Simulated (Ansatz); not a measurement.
`[OH][GeH]([F])[F]` + Cl• → `[OH][Ge]([F])[F]`• + HCl  (hydrogen abstraction from a Ge–H bond)

Isolated molecules relaxed with PBE0-D4/def2-TZVP in Ansatz; ΔE leaves out vibrations. CBS: MP2 limit from def2 TZ/QZ plus the TZ coupled-cluster correction, frozen cores. This one scheme is used for every species, atoms too. DFT in def2-TZVPP. HSE06 is defined as in plane-wave codes. No spin–orbit coupling; open shells (•) take unrestricted orbitals. Spin–orbit coupling would lower the free atoms: a little for Cl. Bonds to Ge are less sure, by a few kJ/mol each and by 10 to 20 or more in all where they break to atoms, as the def2 sets lack core-valence functions. Scalar relativity is left out up to krypton. One conformer a species, not always the lowest.

Q: Is it downhill or uphill in electronic energy at CCSD(T)/CBS, and by how much? (An estimate is asked.)

A: Ansatz gave: Downhill: ΔE = -53.9 kJ/mol.

Q: What do these levels give: LDA (SPW92), r2SCAN0-D4, ωB97M-V, HSE06, LC-ωPBE, CCSD/CBS(def2)? (Best estimate.)

A: Computed: LDA (SPW92) -108.9, r2SCAN0-D4 -65.4, ωB97M-V -71.5, HSE06 -75.0, LC-ωPBE -60.3, CCSD/CBS(def2) -46.8 kJ/mol.

Q: What do rigid-rotor, harmonic-oscillator terms from PBE0-D4/def2-TZVP frequencies (298.15 K, 1 bar) make of the CCSD(T)/CBS value? (An estimate is asked.)

A: The calculation gave: ΔZPE = -5.5 kJ/mol, ΔH = -57.1 kJ/mol, ΔS = 24 J/(mol·K), ΔG = -64.4 kJ/mol. Open shells count their whole term as degenerate.

Largest T1 diagnostic among the species: 0.015.

From PBE to PBE0 (25 % exact exchange), in def2-TZVPP and without D4, ΔE moves by +21.1 kJ/mol. Leaving LDA and LC-ωPBE aside and taking each functional with its dispersion term where it has one, the values, not all of them listed here, spread over 49.5 kJ/mol, from PBE-D4 to BHLYP-D4. LDA lies −13.6 kJ/mol from PBE without D4.
